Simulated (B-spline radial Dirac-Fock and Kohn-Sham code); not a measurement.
## K-shell conversion coefficients of Ti against transition energy

Calculated with a radial B-spline solver, using a Dirac-Hartree-Slater potential of the neutral atom with a Latter tail (no hole, which puts coefficients of high multipoles low close above an edge), finite nucleus with surface currents. Subshells within 1 keV of threshold and pair formation are left out.

```
energy (keV)        E1        E2        E3        E4        E5        M1
        12.8      12.6       577     20900    740000  2.65e+07      5.50
        17.5      5.14       209      6890    220000  7.09e+06      2.19
          20      3.48       132      4090    123000  3.70e+06      1.48
        44.2     0.323      7.30       136      2430     43300     0.155
          50     0.222      4.57      77.7      1270     20600     0.110
        54.8     0.167      3.22      51.0       777     11800    0.0859
        90.1    0.0358     0.468      5.07      52.4       536    0.0226
          91    0.0348     0.450      4.84      49.7       504    0.0220
         100    0.0259     0.311      3.11      29.6       279    0.0172
         102    0.0244     0.288      2.84      26.6       246    0.0163
         155   0.00666    0.0564     0.401      2.71      18.1   0.00558
         159   0.00615    0.0511     0.356      2.36      15.4   0.00524
         169   0.00510    0.0404     0.268      1.70      10.6   0.00449
         200   0.00305    0.0211     0.124     0.689      3.77   0.00296
         203   0.00292    0.0199     0.116     0.636      3.45   0.00286
         209   0.00267    0.0178     0.101     0.545      2.89   0.00266
         233   0.00193    0.0118    0.0618     0.307      1.50   0.00204
         500  0.000228  0.000792   0.00244   0.00720    0.0209  0.000352
         620  0.000134  0.000405   0.00109   0.00284   0.00727  0.000222
         770  8.23e-05  0.000218  0.000520   0.00120   0.00273  0.000141
         825  7.11e-05  0.000181  0.000417  0.000928   0.00203  0.000123
        1000  4.83e-05  0.000111  0.000232  0.000471  0.000942  8.39e-05
        1170  3.60e-05  7.65e-05  0.000150  0.000283  0.000528  6.21e-05
        1180  3.55e-05  7.51e-05  0.000146  0.000276  0.000513  6.11e-05
        1190  3.49e-05  7.36e-05  0.000143  0.000269  0.000498  6.01e-05
        1400  2.64e-05  5.17e-05  9.39e-05  0.000166  0.000287  4.45e-05
        1420  2.58e-05  5.02e-05  9.07e-05  0.000159  0.000275  4.34e-05
        1900  1.63e-05  2.82e-05  4.61e-05  7.32e-05  0.000114  2.59e-05
        2000  1.51e-05  2.57e-05  4.13e-05  6.45e-05  9.92e-05  2.38e-05
```

Problem. How fast do they fall between 1420 and 2000 keV?

Solution. As powers of the energy: E1 E^-1.56, E2 E^-1.95, E3 E^-2.30, E4 E^-2.64, E5 E^-2.97, M1 E^-1.75. Within one type (E or M) the higher multipoles fall faster.
